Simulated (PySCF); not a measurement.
**Germanium: a sound run and one with changed settings**

Sound run: Ge [Ar] 3d10 4s2 4p2, Ge⁺ [Ar] 3d10 4s2 4p1. All numbers are calculated (PySCF 2.14, scalar relativity by spin-free X2C-1e, in x2c-TZVPall). In the sound run the correlated levels freeze [Ar] 3d10. The sound run starts from symmetry-adapted Hartree-Fock orbitals and uses a fine grid where one is needed.

Changed run: all electrons correlated in a basis built for the valence shell.

```csv
species,method,sound run (hartree),changed run (hartree),converged
Ge,MP2,-2097.09748,-2097.38459,yes
Ge⁺,MP2,-2096.81237,-2097.09621,yes
```

Ionisation energy of Ge:

| method | sound run (eV) | changed run (eV) |
| --- | --- | --- |
| UHF | 7.414 | 7.414 |
| MP2 | 7.758 | 7.847 |
| SCS-MP2 | 7.684 | 7.742 |

A valence basis has no tight correlating functions, so it recovers only part of the core correlation, and not evenly between atom and ion.

For comparison, NIST gives 7.899 eV between the lowest levels.
